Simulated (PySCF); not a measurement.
# Calculated properties of `O=C1OC[C@H]1C(=O)C(F)(F)F`

Species: C5H3F3O3.
Atom-mapped SMILES: `[O:1]=[C:2]1[O:3][CH2:4][C@H:5]1[C:6](=[O:7])[C:8]([F:9])([F:10])[F:11]` (hydrogens: H12, H13 on C4; H14 on C5)

Structural features include: ester, ketone, CF3 group and C–F bond.

PBE0-D3(BJ)/def2-SVP geometry optimisation, gas phase (PySCF):

```yaml
Point_group: C1
Rotational_constants_A_B_C: 2.000, 0.829, 0.695 GHz
```

From CAM-B3LYP/def2-SVPD ground state and vertical TDDFT (core frozen in the response) (PySCF):

```yaml
Dipole_moment: 3.88 D
HOMO_energy: -10.32 eV
LUMO_energy: -1.25 eV
HOMO–LUMO_gap: 9.07 eV
Lowest_singlet_excitation: 4.31 eV (288 nm, f = 0.000)
Strongest_line_among_the_6_lowest_singlet_transitions: S3 at 6.50 eV (191 nm, f = 0.051)
Static_isotropic_polarisability: 66.6 au
Electronic_spatial_extent_⟨r²⟩_about_the_centre_of_nuclear_charge: 1572 bohr²
```

Monoisotopic mass from the formula: 168.0034 u.

No computed singlet falls in the visible range (750 to 380 nm, 1.65 to 3.26 eV); S1 lies 1.05 eV above its blue end. The principal polarisabilities are 54.9, 71.5 and 73.4 au; their mean is the isotropic value. With B = h/(8π²I), that is 505.379 GHz u Å² over I, the principal moments of inertia are 252.7, 609.4 and 727.1 u Å² (most abundant isotopes); the inertial defect Ic − Ia − Ib is -135.0 u Å² (zero for a rigid planar frame, negative otherwise). The rotational constants make it an asymmetric top with κ = (2B − A − C)/(A − C) = -0.79, nearer the prolate limit (−1).

Conformer computed: `[O:1]=[C:2]1[O:3][CH2:4][C@H:5]1[C:6](=[O:7])[C:8]([F:9])([F:10])[F:11]`: C4–C5–C6–O7 -5°, C5–C6–C8–F9 162°.

One conformer stands for the species.
